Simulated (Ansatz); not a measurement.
Consider the formal exchange of groups at the Sn–S bond: `CS[S][SnH3]` + `CC=N` → `C[C](=N)[SnH3]` + `CSS`.

Program: Ansatz. Geometries: PBE0-D4/def2-TZVP. ΔE: electronic, gas phase. CCSD(T)/CBS adds triple-zeta CCSD(T) − MP2 to the extrapolated MP2 energy (def2 sets, frozen cores). DFT in def2-TZVPP. def2 core potentials past Kr. For Sn outer-core shells are correlated without core-valence functions, which leaves a few kJ/mol of doubt a bond. Each species was taken in one conformer, which may not be the lowest.

| species | r2SCAN energy (Eh) |
| --- | --- |
| `CS[S][SnH3]` | -1052.44672 |
| `CC=N` | -133.92203 |
| `C[C](=N)[SnH3]` | -349.47637 |
| `CSS` | -836.86005 |

Work out ΔE.

ΔE = (-349.47637) + (-836.86005) − (-1052.44672) − (-133.92203) = 0.03233 Eh = +0.88 eV. CCSD(T)/CBS gives +0.90 eV.

Largest T1 diagnostic among the species: 0.014.

From PBE to PBE0 (25 % exact exchange), in def2-TZVPP and without D4, ΔE moves by +0.05 eV. In def2-TZVPP, CCSD(T) changes the Hartree–Fock value by −0.15 eV (the triples alone add −0.01 eV) and MP2 by −0.12 eV.
